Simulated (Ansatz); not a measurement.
Reaction (formal exchange of groups at the Si–Si bond): `N[Si](N)([SiH3])[SiH3]` + CH₄ → `C[Si](N)(N)[SiH3]` + SiH₄

Program: Ansatz. Geometries: PBE0-D4/def2-TZVP. ΔE: electronic, gas phase. CCSD(T)/CBS adds triple-zeta CCSD(T) − MP2 to the extrapolated MP2 energy (def2 sets, frozen cores). This one scheme is used for every species. DFT in def2-TZVPP. B3LYP here is the variant with VWN-RPA as its local correlation; programs differ in this. One conformer a species, not always the lowest.

| level | ΔE (kcal/mol) | difference from CCSD(T)/CBS |
| --- | --- | --- |
| PBE-D4 | 2.8 | 3.6 |
| PBE0-D4 | 1.6 | 2.4 |
| B3LYP-D4 | 0.2 | 1.0 |
| ωB97X-V | -0.9 | -0.1 |
| PBE | 2.3 | 3.1 |
| r2SCAN | 0.3 | 1.1 |
| PBE0 | 1.1 | 1.9 |
| B3LYP | -0.5 | 0.3 |
| MP2/def2-TZVPP | -2.3 | -1.5 |
| SCS-MP2/def2-TZVPP | -2.6 | -1.8 |
| HF/def2-QZVPP | -3.6 | -2.8 |
| MP2/def2-QZVPP | -2.1 | -1.3 |
| SCS-MP2/def2-QZVPP | -2.4 | -1.6 |
| HF/CBS(def2) | -3.6 | -2.8 |
| MP2/CBS(def2) | -1.8 | -1.0 |
| CCSD/CBS(def2) | -1.3 | -0.5 |
| CCSD(T)/CBS | -0.8 | 0 |

Largest T1 diagnostic among the species: 0.013.

From PBE to PBE0 (25 % exact exchange), in def2-TZVPP and without D4, ΔE moves by −1.2 kcal/mol. In def2-TZVPP, CCSD(T) changes the Hartree–Fock value by +2.2 kcal/mol (the triples alone add +0.5 kcal/mol) and MP2 by +1.2 kcal/mol. The D4 term adds +0.7 kcal/mol with B3LYP and +0.5 kcal/mol with PBE0; it sums over pairs of atoms, weighted by their polarisabilities, and B3LYP, whose exchange is more repulsive, gets the larger term.
